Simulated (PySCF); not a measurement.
**Correlation energy of Br (bromine, neutral)**

[Ar] 3d10 4s2 4p4 4d1, one real determinant (an excited configuration). Computed with PySCF 2.14 in aug-cc-pVQZ-PP with ECP10MDF (7s6p5d3f2g, 89 functions), with scalar relativity through the core potential. Frozen: 3s2 3p6 3d10; 7 electrons correlated.

```csv
level,correlation energy (mhartree)
CCSD,-145.29
(T),-5.53
CCSD(T),-150.82
```

Diagnostics: T1 = 0.0093, D1 = 0.0235, largest double amplitude 0.067.

The real determinant used has ⟨L²⟩ near 8 against 12 for a pure F term, so it mixes terms. The outer electron is Rydberg-like, and this basis confines it to a smaller radius and binds it less than a complete one would.

Cost of the coupled-cluster step: roughly 11 core-seconds, for 7 correlated electrons.

Iterations:

```
CC2 = 0
CCSD nocc = (np.int64(5), np.int64(2)), nmo = (80, 80)
frozen orbitals [[0, 1, 2, 3, 4, 5, 6, 7, 8], [0, 1, 2, 3, 4, 5, 6, 7, 8]]
max_cycle = 100
direct = 0
conv_tol = 1e-08
conv_tol_normt = 1e-06
diis_space = 8
diis_start_cycle = 0
Init t2, MP2 energy = -0.126124991512819
Init E_corr(UCCSD) = -0.126124991532555
cycle = 1  E_corr(UCCSD) = -0.14031285518212  dE = -0.0141878636  norm(t1,t2) = 0.041456
cycle = 2  E_corr(UCCSD) = -0.143438494551699  dE = -0.00312563937  norm(t1,t2) = 0.0164605
cycle = 3  E_corr(UCCSD) = -0.145090807293435  dE = -0.00165231274  norm(t1,t2) = 0.0102877
cycle = 4  E_corr(UCCSD) = -0.14510691282289  dE = -1.61055295e-05  norm(t1,t2) = 0.0065676
cycle = 5  E_corr(UCCSD) = -0.145246728427252  dE = -0.000139815604  norm(t1,t2) = 0.00314709
cycle = 6  E_corr(UCCSD) = -0.145292468710813  dE = -4.57402836e-05  norm(t1,t2) = 0.000905367
cycle = 7  E_corr(UCCSD) = -0.145288807112695  dE = 3.66159812e-06  norm(t1,t2) = 0.000369866
cycle = 8  E_corr(UCCSD) = -0.145289647008926  dE = -8.39896231e-07  norm(t1,t2) = 9.60402e-05
cycle = 9  E_corr(UCCSD) = -0.145289669138782  dE = -2.21298559e-08  norm(t1,t2) = 2.67163e-05
cycle = 10  E_corr(UCCSD) = -0.145289693178034  dE = -2.40392522e-08  norm(t1,t2) = 8.00903e-06
cycle = 11  E_corr(UCCSD) = -0.14528966960672  dE = 2.35713144e-08  norm(t1,t2) = 2.39906e-06
cycle = 12  E_corr(UCCSD) = -0.145289656617668  dE = 1.29890522e-08  norm(t1,t2) = 6.21503e-07
cycle = 13  E_corr(UCCSD) = -0.14528964032662  dE = 1.62910475e-08  norm(t1,t2) = 2.12428e-07
cycle = 14  E_corr(UCCSD) = -0.145289637789583  dE = 2.53703777e-09  norm(t1,t2) = 6.29042e-08
UCCSD converged
E(UCCSD) = -415.2845958973375  E_corr = -0.1452896377895825
UCCSD(T) correction = -0.00552788032463754
```

The reference is one real determinant that mixes LS terms of this configuration.
